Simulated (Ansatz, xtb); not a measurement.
# AlBrH2OZn: which of two structures lies lower

Structure X is `[ZnH][O][AlH][Br]`, a singlet and structure Y is a singlet given by its coordinates. Both are isolated molecules in the gas phase, relaxed with PBE0-D3(BJ)/pcseg-1; the shapes shown needn't be the lowest conformers.

X (Å):

| atom | x (Å) | y (Å) | z (Å) |
| --- | --- | --- | --- |
| Al | 1.2836 | -0.3656 | 0.2861 |
| Br | 1.0321 | 1.8197 | 0.8896 |
| O | 0.1333 | -1.0495 | -0.7309 |
| Zn | -1.3744 | -0.7153 | -1.6306 |
| H | -2.6552 | -0.4841 | -2.4136 |
| H | 2.5219 | -1.1596 | 0.8414 |

Y (Å):

| atom | x (Å) | y (Å) | z (Å) |
| --- | --- | --- | --- |
| Al | 0.6692 | 0.0263 | -0.6744 |
| Br | 2.5908 | -0.3688 | -1.8578 |
| O | -0.6420 | -1.0550 | -0.8673 |
| Zn | 1.7606 | -0.9893 | 1.7478 |
| H | -0.5959 | -1.8885 | -1.3435 |
| H | 0.3825 | 1.4562 | -0.0803 |

Close contacts (Å): Al1–Br2 2.29, Al1–O3 1.71, Al1–Zn4 2.84, Al1–H6 1.57, O3–H5 0.96.

Estimate which is lower in electronic energy at CCSD(T)/def2-SVP + ΔMP2/def2-TZVPP, and by roughly how much.

The CCSD(T)/def2-SVP + ΔMP2/def2-TZVPP calculation puts structure X lower, by 0.242 eV.

Level by level:

```
                             level             geometry  E(Y) − E(X) (eV)  departure from the last row (eV)  job, with rough time for the two
               PBE0-D3(BJ)/pcseg-1  PBE0-D3(BJ)/pcseg-1              +0.262                            +0.020             optimisation, 6.7 min
                       HF/def2-SVP  PBE0-D3(BJ)/pcseg-1              +0.523                            +0.281           part of the CCSD(T) run
                      MP2/def2-SVP  PBE0-D3(BJ)/pcseg-1              +0.697                            +0.455           part of the CCSD(T) run
                  CCSD(T)/def2-SVP  PBE0-D3(BJ)/pcseg-1              +0.470                            +0.228                      single point
CCSD(T)/def2-SVP + ΔMP2/def2-TZVPP  PBE0-D3(BJ)/pcseg-1              +0.242                                               single point, 2.3 min
```

The levels shown agree on the order. The largest departure from CCSD(T)/def2-SVP + ΔMP2/def2-TZVPP is that of MP2/def2-SVP, 0.455 eV. Levels run at GFN2-xTB geometries aren't shown. The last row adds to CCSD(T) the change of the MP2 difference between the two basis sets, here −0.228 eV, a large step that makes the value less sure.

With harmonic frequencies from PBE0-D3(BJ)/pcseg-1 (ideal gas, rigid rotor, one conformer each, 200 K, 1 atm): on the last row, ΔE + ΔZPE = +0.327 eV. A mode under 50 cm⁻¹ makes harmonic enthalpies and free energies unreliable, so none is given.

The correlated steps freeze 20 core orbitals; the filled d shell of Br is correlated; the last core shell of Zn is correlated, in a basis made for valence electrons. Run with Ansatz 0.2.0; the last row on 1 thread of Intel(R) Xeon(R) Processor @ 2.50GHz (Skylake/Cascade Lake) on a shared host.
